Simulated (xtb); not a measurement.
Cl$_{3}$La, triplet, geometry from GFN2-xTB (such geometries of metal compounds can be far from the true shape) (the multiplicity is a formal guess), atoms displaced at random by about 0.06 Å a coordinate; GFN2-xTB in xtb.

Input for xtb:
```
$ xtb mol.xyz --gfn 2 --chrg 0 --uhf 2 --opt --json

# file mol.xyz
4

La    -0.02131728    -0.31055663    -0.60640659
Cl    -2.00250243    -0.74277820     0.57318669
Cl     0.35798684     2.08724599     0.29794157
Cl     1.54848323    -0.29565639     1.36633288
```

It wrote (shortened):

```
   ID    Z sym.   atoms
    1   57 La     1
    2   17 Cl     2-4

           -------------------------------------------------
          |                Calculation Setup                |
           -------------------------------------------------

           -------------------------------------------------
          |                 G F N 2 - x T B                 |
           -------------------------------------------------

          ...................................................
          :                      SETUP                      :
          :.................................................:
          :  # basis functions                  40          :
          :  # atomic orbitals                  36          :
          :  # shells                           12          :
          :  # electrons                        24          :
          :  max. iterations                   250          :
          :  Hamiltonian                  GFN2-xTB          :
          :  restarted?                      false          :
          :  GBSA solvation                  false          :
          :  PC potential                    false          :
          :  electronic temp.          300.0000000     K    :
          :  accuracy                    1.0000000          :
          :  -> integral cutoff          0.2500000E+02      :
          :  -> integral neglect         0.1000000E-07      :
          :  -> SCF convergence          0.1000000E-05 Eh   :
          :  -> wf. convergence          0.1000000E-03 e    :
          :  Broyden damping             0.4000000          :
          :  net charge                          0          :
          :  unpaired electrons                  2          :
          ...................................................

 iter      E             dE          RMSdq      gap      omega  full diag
   1     -1.2193707 -0.121937E+01  0.574E+01    0.25       0.0  T
   2    -12.7481951 -0.115288E+02  0.296E+01    0.01       1.0  T
   3    -14.2412787 -0.149308E+01  0.178E+01    0.04       1.0  T
   4    -14.4947693 -0.253491E+00  0.161E+01    0.05       1.0  T
   5    -14.4095641  0.852052E-01  0.158E+01    0.03       1.0  T
   6    -14.4600251 -0.504610E-01  0.147E+01    0.02       1.0  T
   7    -14.6380662 -0.178041E+00  0.118E+01    0.02       1.0  T
   8    -14.6460736 -0.800735E-02  0.113E+01    0.03       1.0  T
   9    -14.9533226 -0.307249E+00  0.582E+00    0.06       1.0  T
  10    -14.9642474 -0.109248E-01  0.499E+00    0.06       1.0  T
  11    -14.9454245  0.188229E-01  0.474E+00    0.07       1.0  T
  12    -14.9517679 -0.634343E-02  0.416E+00    0.06       1.0  T
  13    -14.9551195 -0.335152E-02  0.399E+00    0.06       1.0  T
  14    -14.9711149 -0.159954E-01  0.244E+00    0.06       1.0  T
  15    -14.9757110 -0.459609E-02  0.171E+00    0.07       1.0  T
  16    -14.9782116 -0.250063E-02  0.137E+00    0.07       1.0  T
  17    -14.9793054 -0.109377E-02  0.113E+00    0.07       1.0  T
  18    -14.9803706 -0.106524E-02  0.720E-01    0.07       1.0  T
  19    -14.9808802 -0.509625E-03  0.393E-01    0.07       1.0  T
  20    -14.9811202 -0.239936E-03  0.161E-01    0.07       1.0  T
  21    -14.9810408  0.793546E-04  0.238E-01    0.07       1.0  T
  22    -14.9811539 -0.113078E-03  0.617E-02    0.06       1.0  T
  23    -14.9811263  0.275599E-04  0.119E-01    0.06       1.0  T
  24    -14.9811477 -0.213585E-04  0.705E-02    0.06       1.0  T
  25    -14.9811594 -0.117014E-04  0.115E-02    0.06       4.3  T
  26    -14.9811517  0.765314E-05  0.543E-02    0.06       1.0  T
  27    -14.9811584 -0.670407E-05  0.197E-02    0.06       2.5  T
  28    -14.9811594 -0.100184E-05  0.498E-03    0.06      10.0  T
  29    -14.9811594  0.801431E-08  0.530E-03    0.06       9.4  T
  30    -14.9811594 -0.622800E-08  0.406E-03    0.06      12.3  T
  31    -14.9811594 -0.552432E-08  0.330E-03    0.06      15.2  T
  32    -14.9811595 -0.216754E-07  0.176E-03    0.06      28.5  T
[...]
         :: total energy             -14.968681794168 Eh    ::
 * total energy  :   -14.9686818 Eh     change        0.4380496E-11 Eh
 * total energy  :   -14.9705260 Eh     change       -0.1844216E-02 Eh
 * total energy  :   -14.9715063 Eh     change       -0.9802733E-03 Eh
 * total energy  :   -14.9719740 Eh     change       -0.4677653E-03 Eh
 * total energy  :   -14.9720704 Eh     change       -0.9633924E-04 Eh
 * total energy  :   -14.9720651 Eh     change        0.5326496E-05 Eh
 * total energy  :   -14.9720736 Eh     change       -0.8537995E-05 Eh
 * total energy  :   -14.9720738 Eh     change       -0.1885512E-06 Eh
   *** GEOMETRY OPTIMIZATION CONVERGED AFTER 8 ITERATIONS ***
         :: total energy             -14.972073788666 Eh    ::
[...]
         3        2.0000           -1.0897498             -29.6536
         4        2.0000           -0.5454983             -14.8438
         5        2.0000           -0.4748490             -12.9213
         6        2.0000           -0.4650869             -12.6557
         7        2.0000           -0.4603106             -12.5257
         8        2.0000           -0.4512135             -12.2781
         9        2.0000           -0.4491628             -12.2223
        10        1.9607           -0.4413387             -12.0094
        11        1.9303           -0.4407649             -11.9938
        12        1.1090           -0.4363061             -11.8725
        13        0.7948           -0.3715188             -10.1095 (HOMO)
        14        0.1791           -0.3687860             -10.0352 (LUMO)
        15        0.0259           -0.3667859              -9.9808
        16        0.0001           -0.3616956              -9.8422
        17        0.0001           -0.3616425              -9.8408
        18                         -0.2929154              -7.9706
        19                         -0.0054955              -0.1495
        20                         -0.0044459              -0.1210
        21                         -0.0042036              -0.1144
        22                         -0.0035095              -0.0955
        23                         -0.0034280              -0.0933
        24                         -0.0030994              -0.0843
       ...                                ...                  ...
        36                          0.7864399              21.4001
      -------------------------------------------------------------
                  HL-Gap            0.0027328 Eh            0.0744 eV
             Fermi-level           -0.4042674 Eh          -11.0007 eV

     #   Z          covCN         q      C6AA      α(0)
     1  57 La       2.121     0.182   807.787    81.353
     2  17 Cl       0.707    -0.123   102.639    15.495
     3  17 Cl       0.876    -0.029   100.052    15.302
     4  17 Cl       0.876    -0.029   100.053    15.302

 Mol. C6AA /au·bohr⁶  :       3292.080784
 Mol. C8AA /au·bohr⁸  :     414726.543435
 Mol. α(0) /au        :        127.453331

Wiberg/Mayer (AO) data.
largest (>0.10) Wiberg bond orders for each atom

 ---------------------------------------------------------------------------
     #   Z sym  total        # sym  WBO       # sym  WBO       # sym  WBO
 ---------------------------------------------------------------------------
     1  57 La   2.566 --     2 Cl   0.982     4 Cl   0.792     3 Cl   0.792
     2  17 Cl   1.260 --     1 La   0.982     4 Cl   0.139     3 Cl   0.139
     3  17 Cl   1.309 --     1 La   0.792     4 Cl   0.377     2 Cl   0.139
     4  17 Cl   1.309 --     1 La   0.792     3 Cl   0.377     2 Cl   0.139
 ---------------------------------------------------------------------------

Topologies differ in total number of bonds
Writing topology from bond orders to xtbtopo.mol

molecular dipole:
                 x           y           z       tot (Debye)
 q only:        0.387      -0.016      -0.461
   full:        0.419      -0.432      -1.392       3.853
molecular quadrupole (traceless):
                xx          xy          yy          xz          yz          zz
 q only:       -1.738      -1.061       0.452       0.454       0.450       1.286
  q+dip:       -3.814      -1.998      -0.483      -0.491       1.842       4.297
   full:       -4.688      -4.139       0.855      -0.587       0.071       3.833

optimized geometry written to: xtbopt.xyz

           -------------------------------------------------
          | TOTAL ENERGY              -14.972073788666 Eh   |
          | GRADIENT NORM               0.000099405986 Eh/α |
          | HOMO-LUMO GAP               0.074363283842 eV   |
           -------------------------------------------------

normal termination of xtb
```
